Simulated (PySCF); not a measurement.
BeH4OSi, SMILES [SiH3][Be][OH].

Geometry optimised at B3LYP-D3(BJ)/def2-TZVP. The values are those of a single conformer.

All values below come from B3LYP-D3(BJ)/def2-TZVP in PySCF.

Frequencies are harmonic and unscaled.

Task: Give all harmonic wavenumbers and intensities. (Estimate from the structure and the level; the computed values follow.)

Result: 
```
mode  ν (cm⁻¹)  IR (km/mol)  Raman (Å⁴/amu)  depolarisation  moving atoms (share of kinetic energy)
----  --------  -----------  --------------  --------------  --------------------------------------
1           12        133.0             0.7            0.75                          H 89 %, O 10 %
2          193         17.6             0.5            0.75                  Be 53 %, H 38 %, O 8 %
3          200         17.7             0.5            0.75                 Be 60 %, H 27 %, O 13 %
4          376        177.1             4.7            0.07                  H 59 %, O 28 %, Si 9 %
5          403         39.1            14.8            0.20        Si 33 %, H 29 %, O 27 %, Be 11 %
6          505          0.2             0.5            0.75                H 69 %, Be 20 %, Si 10 %
7          510         10.3             1.1            0.69                 H 64 %, Be 24 %, Si 9 %
8          889        196.1             2.4            0.25                          H 91 %, Si 8 %
9          953         44.8            13.9            0.75                                  H 98 %
10         954         45.5            13.7            0.75                                  H 98 %
11        1344        187.5             2.1            0.09                         Be 72 %, O 25 %
12        2189         80.0           186.5            0.16                                  H 97 %
13        2193         82.3           181.7            0.18                                  H 97 %
14        2194        108.3           118.7            0.75                                  H 96 %
15        3990        169.1           115.7            0.24                                  H 94 %
```
